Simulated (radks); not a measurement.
Q: The mean radii <r> (bohr) of the occupied orbitals of an atom or ion are listed with their occupations. Method: Dirac Kohn-Sham, BLYP, spin-unpolarised, spherical densities, finite nucleus; Fermi nuclear charge, rms radius of each element as measured or else 0.836 A^(1/3) + 0.57 fm; computed with a radial shooting solver on a logarithmic mesh with Libxc functionals.

orbital  occ.      <r>
1s1/2       2  0.07684
2s1/2       2   0.3644
2p1/2       2   0.3261
2p3/2       4   0.3286
3s1/2       2    1.151
3p1/2       2    1.254
3p3/2       4    1.262

Name the element and its charge. Open shells, if any, fill j = l - 1/2 first.

A: Z = 20, calcium, charge +2: Ca2+ in [Ar]. The 1s radius gives Z: for a bare nucleus <r> = (2 gamma + 1)/(2Z) with gamma = sqrt(1 - (Z/c)^2), 0.07446 bohr for Z = 20, and screening makes it slightly larger (0.07684 here). The occupations add up to 18, and the charge is Z minus that.
